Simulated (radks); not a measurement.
Results of a calculation; reference values are marked as such.
Polarisability of neutral ruthenium, [Kr] 4d7 5s1, at imaginary frequency. Code: a radial shooting solver on a logarithmic mesh with Libxc functionals. Model: scalar-relativistic Kohn-Sham, exchange-only LDA, spin-polarised, spherical densities, finite nucleus; open shells are filled with parallel spins first (spin-orbit coupling, left out, can overturn this in heavy ions); Fermi nuclear charge, rms radius 4.4809 fm. Response by self-consistent Sternheimer equations with the Hartree and adiabatic exchange-only LDA kernel, the relativistic mass of each level held fixed and spin-orbit coupling left out.

w (hartree)  alpha1(iw) (bohr^3)
0.00266                    61.59
0.0143                     61.15
0.0360                     58.86
0.0697                     52.75
0.118                      42.61
0.186                      31.33
0.280                      21.83
0.413                      14.88
0.605                      9.964
0.892                      6.447
1.35                       3.906
2.12                       2.108
3.59                      0.9415
6.94                      0.3190
17.5                     0.07133

Static values: alpha1 = 61.60 bohr^3 (9.129 angstrom^3; uncoupled 108.2). C6 = 590.3, triple-dipole C9 = 24630 atomic units. One-pole (London) frequency 4 C6 / (3 alpha1^2) = 0.207 hartree, against 0.099 for minus the highest occupied eigenvalue. Recommended static value: 72 bohr^3 (Schwerdtfeger and Nagle, 2023 table).
